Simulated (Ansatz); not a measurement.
Results of the Gaussian-basis code of Ansatz.

Basis-set series for Ga2H6OSi, SMILES `[OH][Ga]([SiH3])[GaH2]`. Charge 0, multiplicity 1. The structure was optimised at the PBE0-D4/def2-TZVP level. It is one conformer, not always the lowest.

```json
{"functional": "PBE0-D4", "basis": "def2-SVP", "functions": "126", "energy (Eh)": "-4216.69518", "HOMO (eV)": "-6.79", "LUMO (eV)": "-2.12"}
{"functional": "PBE0-D4", "basis": "def2-QZVPP", "functions": "485", "energy (Eh)": "-4217.48963", "HOMO (eV)": "-6.83", "LUMO (eV)": "-2.19"}
{"functional": "ωB97M-V", "basis": "def2-SVP", "functions": "126", "energy (Eh)": "-4217.12935", "HOMO (eV)": "-8.67", "LUMO (eV)": "-0.38"}
{"functional": "ωB97M-V", "basis": "def2-QZVPP", "functions": "485", "energy (Eh)": "-4217.92265", "HOMO (eV)": "-8.74", "LUMO (eV)": "-0.58"}
```

Q: Give the rows for def2-TZVPP. (An estimate is asked.)

A: The calculation gave: 
```csv
functional,basis,functions,energy (Eh),HOMO (eV),LUMO (eV)
PBE0-D4,def2-TZVPP,253,-4217.38807,-6.82,-2.17
ωB97M-V,def2-TZVPP,253,-4217.82399,-8.72,-0.47
```

Scalar relativity is left out up to krypton.
